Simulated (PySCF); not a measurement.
Gas-phase reaction: 3 SnO₂ + 6 I₂ ⇌ 3 SnI₄ + 2 O₃

Energies from PySCF (xtb for GFN2), thermal terms from the rigid-rotor harmonic-oscillator model, ideal gas at 1 bar. † marks an energy on the PBE0/def2-TZVP geometry and frequencies; other levels use their own. MP2 freezes the core. All species are closed-shell singlets. I, Sn: scalar-relativistic def2 core potential, no spin-orbit coupling. SnO₂: computed as isolated molecules; such fragments, hydroxides, amides, oligomers or adducts are transient or little studied in the gas. MP2 isn't extrapolated to the basis-set limit; its ΔH°(298 K) is -803.5 kJ in def2-SVP and -588.0 kJ in def2-TZVPP. The harmonic model lacks anharmonicity and excited electronic states, which grow with temperature; levels with a mode under 35 cm⁻¹ are left out. Strong static correlation: O₃. Soft modes under 120 cm⁻¹ make the harmonic entropy rough for SnI₄.

```tsv
level	ΔE electronic, kJ	ΔH°(298 K), kJ	ΔS°(298 K), J/K	ΔG°(600 K), kJ
GFN2-xTB	-439	-418	-514	-112
M06-2X/def2-TZVP†	-593	-575	-509	-271
MP2/def2-SVP†	-822	-804	-509	-500
PBE/def2-SVP	-756	-739	-509	-436
PBE0/def2-QZVP†	-583	-564	-509	-261
PBE0/def2-SVP†	-870	-851	-509	-548
PBE0/def2-TZVP	-615	-596	-509	-293
r2SCAN/def2-TZVP†	-608	-589	-509	-286
LDA/def2-TZVP†	-691	-673	-509	-370
ωB97M-V/def2-TZVP†	-610	-592	-509	-289
ωB97X-V/def2-TZVP†	-630	-611	-509	-308
```
ΔH° is lowest at PBE0/def2-SVP† and highest at GFN2-xTB. No reference value is set beside these.
